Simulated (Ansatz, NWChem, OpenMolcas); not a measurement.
KI (Potassium Iodide): methods side by side

KI has 2 atoms, charge 0, and is taken as a singlet. SMILES: `[K][I]`. Geometry: the measured bond length.

```xyz
2

K     0.0000    0.0000    0.0000
I     0.0000    0.0000    3.0478
```

Each level gives the vertical ionisation energy (to the doublet cation) (eV). The values are calculated.

```tsv
level	kind	program	value (eV)	CPU time (all runs)
revPBE/def2-TZVPPD (core potential)	GGA	NWChem	7.67	51 s
M06-2X/def2-TZVPPD (core potential)	hybrid meta-GGA	NWChem	7.57	40 s
PBE0/def2-TZVPPD (core potential)	global hybrid	OpenMolcas	7.74	42 s
wB97M-V/def2-TZVPPD (core potential)	range-separated hybrid	Ansatz	7.66	4.4 min
wB97X/def2-TZVPPD (core potential)	range-separated hybrid	Ansatz	7.67	2.2 min
PBE-QIDH/def2-TZVPPD (core potential)	double hybrid	Ansatz	7.76	37 s
RPA@PBE0/def2-TZVPPD (core potential)	RPA	Ansatz	7.63	38 s
CCSD/def2-TZVPPD (core potential)	coupled cluster or CI	Ansatz	7.52	33 s
```

Spin-orbit coupling, which can split open shells on such heavy atoms by tenths of an eV, is left out. The values span 7.52 to 7.76 eV. In the correlated wave-function rows the outer d shell of I is correlated, in sets not made for it. CPU times are rough (shared hosts, several kinds of processor): they show what a rung costs within a factor of a few.
